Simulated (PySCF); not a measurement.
1,3-oxasiletane-2,4-dione (C₂H₂O₃Si), SMILES O=C1OC(=O)[SiH2]1. Atoms are numbered in the order given.

```xyz
8

O      2.2390     0.0000     0.6538
C      1.1159     0.0000     0.2643
O      0.0000     0.0000     1.1411
C     -1.1159     0.0000     0.2643
O     -2.2390     0.0000     0.6538
Si     0.0000     0.0000    -1.3198
H      0.0000    -1.2319    -2.1419
H      0.0000     1.2319    -2.1419
```

Geometry: TPSSh-D3(BJ)/def2-SVP.

Calculation: M06-2X/def2-TZVP (PySCF).

Symmetry labels are those of the subgroup C2v that the program uses (full group C2v).

Computed valence orbital energies around the gap with their symmetry:
| orbital | symmetry | energy (eV) |
|---|---|---|
| HOMO−7 | B2 | -15.81 |
| HOMO−6 | B1 | -13.98 |
| HOMO−5 | A2 | -13.63 |
| HOMO−4 | A1 | -13.49 |
| HOMO−3 | B2 | -12.61 |
| HOMO−2 | B2 | -11.37 |
| HOMO−1 | A1 | -10.29 |
| HOMO | B1 | -9.47 |
| LUMO | B2 | -0.90 |
| LUMO+1 | B1 | -0.57 |
| LUMO+2 | A2 | -0.14 |
| LUMO+3 | A1 | 0.94 |
